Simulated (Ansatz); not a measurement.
Consider the formal exchange of groups at the Si–O bond: `C[SiH](O)C(N)=O` + `O=CCS` → `C[SiH2]C(N)=O` + `O=CC(O)S`.

Calculated with Ansatz (gas phase, PBE0-D4/def2-TZVP geometries, no zero-point term in ΔE). CBS: MP2 limit from def2 TZ/QZ plus the TZ coupled-cluster correction, frozen cores. DFT in def2-TZVPP. B3LYP here is the variant with VWN-RPA as its local correlation; programs differ in this. Each species was taken in one conformer, which may not be the lowest.

`C[SiH](O)C(N)=O`:

Cartesian coordinates in Å:
```
C 0.023 1.663 -0.829
Si 0.818 0.313 0.172
O 1.217 0.797 1.684
C -0.418 -1.118 0.552
N -0.966 -1.875 -0.420
O -0.689 -1.285 1.735
H 0.702 2.515 -0.924
H -0.896 2.011 -0.353
H -0.218 1.316 -1.838
H 2.001 -0.220 -0.559
H 0.725 0.271 2.331
H -1.596 -2.622 -0.169
H -0.702 -1.768 -1.383
```

`O=CCS`:

```xyz
8

O     0.305    1.541    0.731
C     0.529    0.365    0.735
C    -0.054   -0.640   -0.216
S    -1.193    0.048   -1.429
H     1.220   -0.079    1.481
H     0.788   -1.138   -0.711
H    -0.550   -1.407    0.389
H    -1.044    1.309   -0.981
```

`C[SiH2]C(N)=O`:

Cartesian coordinates in Å:
```
C -1.163 0.911 -1.278
Si -0.657 -0.519 -0.201
C 0.724 0.097 0.987
N 1.807 -0.687 1.203
O 0.582 1.179 1.529
H -2.053 0.673 -1.864
H -0.360 1.185 -1.966
H -1.378 1.773 -0.644
H -0.168 -1.683 -1.000
H -1.776 -0.988 0.657
H 2.522 -0.374 1.841
H 1.918 -1.568 0.735
```

`O=CC(O)S`:

```xyz
9

O    -0.430   -0.085    1.764
C     0.327    0.352    0.938
C     0.412   -0.270   -0.431
O    -0.206   -1.494   -0.473
S    -0.280    1.013   -1.553
H     0.951    1.245    1.115
H     1.455   -0.344   -0.758
H    -0.767   -1.535    0.318
H    -1.462    1.118   -0.921
```

```csv
level,ΔE (kJ/mol),difference from CCSD(T)/CBS
PBE-D4,149.5,-19.3
r2SCAN-D4,161.6,-7.2
PBE0-D4,157.9,-10.9
B3LYP-D4,161.8,-7.0
ωB97X-V,162.6,-6.2
ωB97M-V,166.3,-2.5
B2PLYP,166.5,-2.3
PBE,149.3,-19.5
r2SCAN,161.4,-7.4
PBE0,157.7,-11.1
B3LYP,161.5,-7.3
HF/def2-TZVPP,172.4,3.6
MP2/def2-TZVPP,172.1,3.3
SCS-MP2/def2-TZVPP,169.3,0.5
CCSD/def2-TZVPP,168.2,-0.6
CCSD(T)/def2-TZVPP,165.1,-3.7
HF/def2-QZVPP,173.2,4.4
MP2/def2-QZVPP,174.5,5.7
SCS-MP2/def2-QZVPP,171.9,3.1
HF/CBS(def2),173.4,4.6
MP2/CBS(def2),175.8,7.0
CCSD/CBS(def2),171.8,3.0
CCSD(T)/CBS,168.8,0
```

Largest T1 diagnostic among the species: 0.015.

From PBE to PBE0 (25 % exact exchange), in def2-TZVPP and without D4, ΔE moves by +8.4 kJ/mol.
